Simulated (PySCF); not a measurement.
SnPb, PBE0: how much the basis matters

PySCF, UKS reference; triplet, unpaired electrons π ↑↑; De to Sn + Pb without counterpoise correction.

```csv
basis,relativity,functions,Re (Å),ωe (cm⁻¹),De (eV),μ (D)
cc-pVDZ-PP,scalar-relativistic core potentials,46,2.828,169,2.25,0.65
def2-SVP,scalar-relativistic core potentials,52,2.826,169,2.25,0.66
aug-cc-pVDZ-PP,scalar-relativistic core potentials,64,2.825,169,2.27,0.67
```

Task: How does each smaller set differ from the one with most functions, aug-cc-pVDZ-PP?

Result: cc-pVDZ-PP: +0.3 pm, +0.0 % in ωe, -0.02 eV in De; def2-SVP: +0.1 pm, +0.0 % in ωe, -0.02 eV in De. All at PBE0; the set with most functions is neither the basis-set limit nor always the best.

A positive dipole means Sn(−)Pb(+). Spin–orbit coupling is left out, which matters for elements this heavy, above all for dissociation energies. The state was picked by a PBE0 search and need not be the measured ground state.
